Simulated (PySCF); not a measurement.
C3H6OSi, SMILES [SiH3][C@@H]1C=CO1.

The structure is a stationary point at PBE-D3(BJ)/def2-SVP. The structure was generated by enumeration; whether it is a known compound was not checked.

These are HF/def2-TZVP run with PySCF values and carry that method's errors.

Isolated molecule, no solvent.

Computed frontier levels, gap, dipole moment and polarisability:
- highest occupied level: -9.32 eV
- lowest empty level: 3.39 eV
- orbital gap: 12.72 eV
- dipole moment: 1.49 D
- quadrupole, principal values (traceless, Buckingham form, about the centre of nuclear charge): -4.32, -0.79, 5.12 D·Å
- mean static polarisability: 60.1 bohr³ (8.91 Å³)
- polarisability, principal values: 50.6, 58.6, 71.2 bohr³
